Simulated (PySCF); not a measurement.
**Optical rotation: `N#C[C@@H]1CO[C@H](F)O1`, C₄H₄FNO₂**

Cartesian coordinates in Å; atom numbers follow the order of the lines, from 1:
```xyz
12

N     1.767   -0.774    2.214
C     1.323   -0.668    1.168
C     0.751   -0.516   -0.161
C     0.394    0.967   -0.460
O    -0.976    0.906   -0.825
C    -1.469   -0.225   -0.247
F    -1.808    0.042    1.070
O    -0.503   -1.188   -0.277
H     1.432   -0.956   -0.899
H     0.526    1.592    0.430
H     0.950    1.384   -1.300
H    -2.386   -0.566   -0.738
```

The calculation used TDDFT CAM-B3LYP/def2-SVPD circular dichroism and optical rotation, one conformer, gas phase (PySCF). Geometry: GFN2-xTB.

Stereocentres: C3 R, C6 S.

Give the optical rotatory dispersion at 633, 589.3, 546, 436, 405, 365, 355 nm.

[α] in deg dm⁻¹ (g/mL)⁻¹:
| λ (nm) | origin-invariant length gauge | modified velocity gauge | length gauge (centre of mass) | isotropic polarisability (au) |
| --- | --- | --- | --- | --- |
| 633 | +4.8 | -3.7 | +5.3 | 56.4 |
| 589.3 | +5.1 | -4.7 | +5.7 | 56.6 |
| 546 | +5.4 | -6.2 | +6.1 | 56.7 |
| 436 | +4.6 | -14.4 | +5.7 | 57.5 |
| 405 | +3.1 | -19.4 | +4.4 | 57.8 |
| 365 | -1.3 | -30.0 | +0.4 | 58.4 |
| 355 | -3.2 | -33.8 | -1.4 | 58.6 |

Where the gauges differ in sign the basis doesn't settle the rotation.

The first excitation lies at 7.40 eV (168 nm) with R = -5.4 × 10⁻⁴⁰ esu² cm² (velocity form).
